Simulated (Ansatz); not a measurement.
Compare A (`B/C=C/CC`) with its isomer B (`CCB1CC1`).

Computed with Ansatz on PBE0-D4/def2-TZVP structures; ΔE is electronic, products minus reactants. CBS: MP2 limit from def2 TZ/QZ plus the TZ coupled-cluster correction, frozen cores. DFT in def2-TZVPP. B3LYP here is the variant with VWN-RPA as its local correlation; programs differ in this. One conformer a species, not always the lowest.

Problem. Which is lower in electronic energy at CCSD(T)/CBS, and by how much? (Best estimate.)

Solution. The calculation gave: A, by 29.4 kJ/mol.

Problem. Give E(B) − E(A) in kJ/mol with B3LYP-D4, HF/def2-TZVPP, PBE-D4, PBE0-D4, CCSD/def2-TZVPP, MP2/def2-TZVPP, CCSD(T)/def2-TZVPP. (An estimate is asked.)

Solution. The calculation gave: B3LYP-D4 33.2, HF/def2-TZVPP 52.8, PBE-D4 11.9, PBE0-D4 8.6, CCSD/def2-TZVPP 30.0, MP2/def2-TZVPP 23.8, CCSD(T)/def2-TZVPP 31.4. None reverses the order clearly.

Largest T1 diagnostic: 0.010.

From PBE to PBE0 (25 % exact exchange), in def2-TZVPP and without D4, E(B) − E(A) moves by −3.2 kJ/mol. In def2-TZVPP, CCSD(T) changes the Hartree–Fock value by −21.3 kJ/mol (the triples alone add +1.5 kJ/mol) and MP2 by −29.0 kJ/mol.
